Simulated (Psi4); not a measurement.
Cl$_{2}$MoO$_{2}$, singlet, at a GFN2-xTB geometry (such geometries of metal compounds can be far from the true shape) (core potentials on Mo).

The Psi4 input:
```
memory 2 GB

molecule {
0 1
Mo    0.29866785   -0.05520649    0.09862569
O     1.45228214   -0.58789568   -0.93024970
O     0.74112633    0.18246072    1.65455405
Cl   -0.45963881    1.80184493   -0.66346917
Cl   -1.31043868   -1.47465950    0.07895660
}

set {
  basis def2-svp
}

energy('pbe')
print_variables()
```

Problem. What dipole moment does PBE/def2-SVP (Psi4) give?

Solution. 1.18 D

Problem. Give the nuclear repulsion energy at the level PBE/def2-SVP.

Solution. 339.8635 Eh

Problem. What is the computed total energy (PBE/def2-SVP)?

Solution. -2276.690586 Ry

Problem. What is the computed number of basis functions (PBE/def2-SVP)?

Solution. 95
